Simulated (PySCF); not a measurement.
C₂H₅F₂NSi, SMILES C/C=N/[SiH](F)F. Geometry: r2SCAN-D4/def2-SVP. The structure was generated by enumeration; whether it is a known compound was not checked. The values are those of a single conformer.

Computed equilibrium geometry at r2SCAN-D4/def2-SVP (PySCF confirms it by a frequency run) as Cartesian coordinates in Å (one conformer of several):
```xyz
11

C     -3.0087    -0.2399    -0.2015
C     -1.5941    -0.0647     0.2352
N     -0.6374     0.1668    -0.5743
Si     1.0114     0.3721    -0.1370
F      1.8730    -0.8111    -0.8131
F      1.2309     0.2331     1.4639
H     -3.3790    -1.2290     0.1187
H     -3.6526     0.5028     0.3005
H     -3.0975    -0.1403    -1.2915
H     -1.4297    -0.1532     1.3349
H      1.5430     1.6711    -0.5836
```
Charge 0, spin multiplicity 1.
